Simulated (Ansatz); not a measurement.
Geometry optimisation, Ansatz, RKS PBE/def2-SVP.

input.yaml

```yaml
crystal:
  periodic: [false, false, false]
  atoms:
    - { symbol: Ta, position_ang: [0.0, 0.0, 0.0] }
    - { symbol: F, position_ang: [1.93, 0.0, 0.0] }
    - { symbol: "N", position_ang: [0.0, 0.0, 2.16] }
    - { symbol: H, position_ang: [-0.2456, -0.8845, 2.69] }
    - { symbol: H, position_ang: [0.2456, 0.8845, 2.69] }
    - { symbol: "N", position_ang: [0.0, 0.0, -2.16] }
    - { symbol: H, position_ang: [-0.6116, -0.6845, -2.69] }
    - { symbol: H, position_ang: [0.6116, 0.6845, -2.69] }
    - { symbol: "N", position_ang: [-1.08, 1.8706, 0.0] }
    - { symbol: H, position_ang: [-1.6414, 2.1584, 0.8518] }
    - { symbol: H, position_ang: [-1.0486, 2.5007, -0.8518] }
    - { symbol: "N", position_ang: [-1.08, -1.8706, 0.0] }
    - { symbol: H, position_ang: [-1.8056, -2.0636, 0.7482] }
    - { symbol: H, position_ang: [-0.8844, -2.5955, -0.7482] }
basis:
  gaussian: { orbitals: def2-SVP }
hamiltonian:
  xc: pbe
relax:
  f_tol: 0.02
  max_steps: 40
output:
  orbitals: {}
```

Command:

```bash
$ ansatz run input.yaml --threads 4 --pin off --max-ram 5120MiB --backend cpu --events-out ev --progress --plain --runs-dir out
```

Q: Where does it end, and by what steps?

A: It converged. After 27 steps the energy has fallen by 1.829 eV; H5 moved furthest, 1.60 Å.

```
step  energy less start (eV)  largest force component (eV/Å)  accepted
   0                  0.0000                           1.963       yes
   1                 -1.2416                           1.100       yes
   2                 -1.4330                           0.741       yes
   3                 -1.5011                           0.511       yes
   4                 -1.5288                           0.517       yes
   5                 -1.5607                           0.530       yes
   6                 -1.5741                           0.078       yes
   7                 -1.5769                           0.116       yes
   8                 -1.5810                           0.108       yes
   9                 -1.5861                           0.139       yes
  10                 -1.5870                           0.394       yes
  11                 -1.5930                           0.172       yes
  12                 -1.5953                           0.106       yes
  13                 -1.6008                           0.047       yes
  14                 -1.6044                           0.134       yes
  15                 -1.6077                           0.186       yes
  16                 -1.6105                           0.523       yes
  17                 -1.6311                           0.654       yes
  18                 -1.6528                           0.555       yes
  19                 -1.6968                           0.601       yes
  20                 -1.7411                           0.597       yes
  21                 -1.7913                           0.261       yes
  22                 -1.8092                           0.392       yes
  23                 -1.8175                           0.241       yes
  24                 -1.8263                           0.098       yes
  25                 -1.8284                           0.076       yes
  26                 -1.8292                           0.059       yes
  27                 -1.8293                           0.011       yes
```

```xyz
14
Properties=species:S:1:pos:R:3
Ta -0.194 0.249 0.002
F 1.504 1.201 0.002
N 0.458 -0.344 1.818
H 0.050 -1.091 2.386
H 1.393 -0.096 2.161
N 0.419 -0.271 -1.849
H -0.001 -0.995 -2.438
H 1.347 -0.010 -2.200
N -1.541 1.712 0.046
H -1.858 2.187 0.898
H -1.879 2.220 -0.779
N -1.501 -1.292 -0.015
H -2.520 -1.176 0.003
H -1.287 -2.296 -0.037
```

Whether the end is a true minimum wasn't checked by a vibrational analysis.

Run time: 61 s on 4 threads of Arm Neoverse V1, on a shared host, peak memory 0.21 GiB.
